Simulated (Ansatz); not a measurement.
Calculated with Ansatz (gas phase, PBE0-D4/def2-TZVP geometries, no zero-point term in ΔE). CBS: MP2 limit from def2 TZ/QZ plus the TZ coupled-cluster correction, frozen cores. This one scheme is used for every species. DFT in def2-TZVPP. One conformer a species, not always the lowest.

Consider the formal exchange of groups at the Si–F bond: `OC[SiH](F)F` + CH₄ → `C[SiH](F)CO` + H–F.

(1) Is it downhill or uphill in electronic energy at CCSD(T)/CBS, and by how much? (An estimate is asked.)

(2) What do these levels give: PBE-D4, r2SCAN-D4, PBE0-D4, ωB97X-V, B2PLYP, PBE, PBE0, HF/def2-TZVPP, CCSD/def2-TZVPP, CCSD(T)/def2-TZVPP, HF/def2-QZVPP, CCSD/CBS(def2)? (Estimate.)

Largest T1 diagnostic among the species: 0.011.

Answers

(1) Ansatz gave: Uphill: ΔE = +1.53 eV.

(2) Computed: PBE-D4 1.46, r2SCAN-D4 1.60, PBE0-D4 1.47, ωB97X-V 1.57, B2PLYP 1.63, PBE 1.49, PBE0 1.50, HF/def2-TZVPP 1.78, CCSD/def2-TZVPP 1.58, CCSD(T)/def2-TZVPP 1.55, HF/def2-QZVPP 1.80, CCSD/CBS(def2) 1.56 eV.

In def2-TZVPP, CCSD(T) changes the Hartree–Fock value by −0.23 eV (the triples alone add −0.03 eV) and MP2 by −0.24 eV. The D4 term adds −0.06 eV with B3LYP and −0.03 eV with PBE0; it sums over pairs of atoms, weighted by their polarisabilities, and B3LYP, whose exchange is more repulsive, gets the larger term.

B3LYP here is the variant with VWN-RPA as its local correlation; programs differ in this.
